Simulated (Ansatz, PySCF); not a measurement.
Molecule: CH$_{3}$Cl$_{2}$Si (charge 0, doublet). It need not be the lowest isomer of its formula. 
Coordinates optimised at B3LYP-D3(BJ)/def2-TZVP (Ansatz, a program for electronic structure):
```
C
H 1 1.0903
H 1 1.0903 2 109.31
H 1 1.0925 2 109.07 3 -119.17
Si 1 1.8726 2 110.12 4 -119.74
Cl 5 2.0731 1 108.88 2 60.45
Cl 5 2.0731 1 108.88 2 178.94
```
Charge 0, spin multiplicity 2.

Wanted: atomisation energy (electronic, to ground-state atoms), in eV. Correlated levels leave the core frozen unless marked. Open shells are spin-unrestricted. No spin-orbit coupling. Non-relativistic. The coupled-cluster limit lacks core correlation, which all-electron functionals hold. CBS(X,Y): correlation extrapolated as X^-3; Hartree-Fock from the larger set. [CCSD(T)-MP2]/basis is that difference in the basis named.

| level | program | atomisation energy (eV) |
|---|---|---|
| HF-D3(BJ)/def2-TZVPD | PySCF + dftd3 | (withheld) |
| BLYP-D3(BJ)/def2-TZVPD | Ansatz + dftd3 | 24.31 |
| BLYP-D4/def2-TZVPD | Ansatz + dftd4 | 24.29 |
| r2SCAN-D3(BJ)/def2-TZVPD | Ansatz + dftd3 | 24.92 |
| TPSSh-D4/def2-TZVPD | PySCF + dftd4 | 24.87 |
| r2SCANh-D4/def2-TZVPD | Ansatz + dftd4 | 24.78 |
| RPA@PBE/cc-pV(Q+d)Z | Ansatz | 22.82 |
| CCSD/aug-cc-pV(D+d)Z | Ansatz | 22.37 |
| RI-MP2/CBS(aug-cc-pV(T+d)Z,aug-cc-pV(Q+d)Z)+[CCSD(T)-MP2]/aug-cc-pV(T+d)Z | Ansatz | 24.59 |

Some entries are withheld; supply them.


- HF-D3(BJ)/def2-TZVPD, atomisation energy (eV): 20.22
